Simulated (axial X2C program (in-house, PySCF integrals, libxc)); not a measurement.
**Spin–orbit effects along a row: molecules with Cl (ions), PBE0**

Computed with an axial X2C code built on PySCF integrals, spin-free (one-electron X2C) or two-component (2c: spin–orbit coupling with atomic mean-field Coulomb and Gaunt terms, which also bring small scalar terms), in Dyall basis sets with cores contracted in-house; open shells are unrestricted.

Basis sets: Br dyall-cv3z, Ca dyall-cv3z, Cl dyall-av3z, Cl dyall-v3z, Co dyall-cv3z, Cr dyall-cv3z, Fe dyall-v3z, Ga dyall-cv3z, Ge dyall-cv3z, K dyall-cv3z, Sc dyall-cv3z, Se dyall-cv3z, Ti dyall-cv3z.

```tsv
molecule	spin-free state	Re (Å)	ωe (cm⁻¹)	De (eV)	2c state	Re 2c (Å)	ωe 2c (cm⁻¹)	De 2c (eV)
KCl⁺	M_S = 1/2, Λ = 1	3.250	99.2	0.12	Ω = 3/2	3.250	99.3	0.15
CaCl⁺	M_S = 0, Λ = 0	2.314	455.5	4.43	Ω = 0	2.314	455.5	4.42
ScCl⁺	M_S = 1/2, Λ = 2	2.219	483.7	4.45	Ω = 3/2	2.220	483.6	n/a
TiCl⁺	M_S = 1, Λ = 2	2.136	485.7	4.13	Ω = 1	2.136	485.5	n/a
CrCl⁺	M_S = 2, Λ = 0	2.110	495.3	2.49	Ω = 2	2.111	494.9	2.48
FeCl⁺	M_S = 2, Λ = 2	2.048	504.5	3.18	Ω = 4	2.049	504.2	n/a
CoCl⁺	M_S = 3/2, Λ = 2	2.021	493.2	2.98	Ω = 7/2	2.022	493.0	n/a
GaCl⁺	M_S = 1/2, Λ = 0	2.091	407.6	0.96	Ω = 1/2	2.091	406.9	0.96
GeCl⁺	M_S = 0, Λ = 0	2.060	503.5	4.65	Ω = 0	2.061	503.2	n/a
SeCl⁺	M_S = 1, Λ = 0	2.030	535.3	3.27	Ω = 1	2.031	534.3	3.24
BrCl⁺	M_S = 1/2, Λ = 1	2.046	527.1	3.32	Ω = 3/2	2.048	524.7	3.32
```

Fragments in 2c: K+ + Cl, Ca+ + Cl, Sc+ + Cl, Ti+ + Cl, Cr+ + Cl, Fe+ + Cl, Co+ + Cl, Ga+ + Cl, Ge+ + Cl, Se+ + Cl, Br+ + Cl. Each entry is the lowest single determinant of a limited PBE0 search at one distance. De goes to single-determinant-based atoms at the same level (for ions the charge split of lowest energy) and is withheld (n/a) where an atom does not fit its ground term or J level. Main or longest-lived isotopes. One determinant is a doubtful description, or other states lie close, for KCl⁺, ScCl⁺, TiCl⁺, CrCl⁺, FeCl⁺, CoCl⁺, SeCl⁺; these need not be ground states, and all values refer to the states named. Some open-shell Ω = 0 determinants are out of reach, so the Ω given for CrCl⁺, FeCl⁺, SeCl⁺ need not be the lowest component. With several unpaired electrons the Ω given is that of one determinant, not necessarily of the lowest component. Some light 2c atoms are not at their ground J level, so De misses part of their lowering (0.04 eV or less). The functionals have no current term, which raises determinants with orbital currents. Where the atoms have a lower orbital projection than the molecule, De at mean-field level may be about a tenth of an eV too small.
